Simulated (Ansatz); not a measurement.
The same path of CH6MgOS (10 atoms, charge 0, multiplicity 1) was run twice with different band settings.

Computed with Ansatz 0.2.0, RKS r2SCAN-D4/def2-SVP.

Relaxed end points:

```xyz
10
Properties=species:S:1:pos:R:3
Mg -0.191 -0.355 -0.100
O -0.927 1.553 -0.387
C 1.224 -0.693 1.411
H -1.460 1.397 -1.200
S -1.639 -0.949 -1.925
H -0.908 2.490 -0.155
H 1.367 -1.761 1.649
H 0.943 -0.198 2.359
H 2.224 -0.299 1.149
H -0.634 -1.185 -2.800
```

```xyz
10
Properties=species:S:1:pos:R:3
Mg -0.221 -0.348 -0.094
O -0.896 1.585 -0.397
C 1.207 -0.686 1.404
H -1.407 1.471 -1.227
S -1.692 -0.932 -1.895
H -0.761 2.522 -0.211
H 1.600 -1.719 1.413
H 0.796 -0.505 2.416
H 2.086 -0.021 1.311
H -0.712 -1.367 -2.720
```

Common settings: movable images 5; climbing image yes; spring 5.0 eV/Å²; optimiser quadratic models (default); start path through a guess of the saddle point; iteration limit 60; end points relaxed.

| run | force threshold |
| --- | --- |
| 1 | 0.03 eV/Å |
| 2 | 0.2 eV/Å |

**Question.** What does each run give, and how far can it be trusted?

**Answer.** Run 1: converged after 23 iterations, highest image 0.001 eV above the first end. The top lies less than 8 meV above the higher end, about what the thresholds resolve: the motion is nearly free. A vibrational analysis at the climbing image gives no mode beyond 40i cm⁻¹: the surface is too flat there to confirm a saddle point.
Run 2: converged after 12 iterations, highest image 0.009 eV above the first end. The threshold of 0.2 eV/Å is loose, so the images may lie well off the minimum-energy path. The order of the stationary point at the top wasn't checked.
